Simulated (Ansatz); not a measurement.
`B[SiH](F)BO`, relaxed with RKS PBE0-D4/def2-TZVP in Ansatz from a PBE-D4/def2-SVP geometry. The force threshold is 0.005 eV/Å; the program also tests the step.

Total charge 0; spin multiplicity 1.

Start:

```xyz
10

B     1.646   -0.029   -0.633
Si    0.061   -0.965    0.103
F    -0.406   -2.334   -0.693
B    -1.460    0.413    0.071
O    -1.366    1.622    0.679
H     2.034    0.948   -0.011
H     2.199   -0.282   -1.685
H     0.315   -1.339    1.550
H    -2.512    0.186   -0.505
H    -0.511    1.781    1.124
```

**Question.** How much energy does the relaxation release, and in how many steps? (Best estimate.)

**Answer.** The calculation gave: 0.06 eV, in 14 steps.

**Question.** Which bonds change most? (Best estimate.)

**Answer.** Computed: Si2–F3 from 1.651 to 1.611 Å; B1–H6 from 1.222 to 1.200 Å; B4–H9 from 1.220 to 1.200 Å; B1–H7 from 1.215 to 1.194 Å.

**Question.** Give the relaxed structure. (Best estimate.)

**Answer.** Computed: 
```xyz
10

B     1.672   -0.047   -0.660
Si    0.051   -0.926    0.086
F    -0.385   -2.282   -0.667
B    -1.484    0.420    0.071
O    -1.419    1.595    0.731
H     2.070    0.934   -0.095
H     2.247   -0.381   -1.651
H     0.349   -1.285    1.509
H    -2.499    0.219   -0.536
H    -0.602    1.753    1.213
```
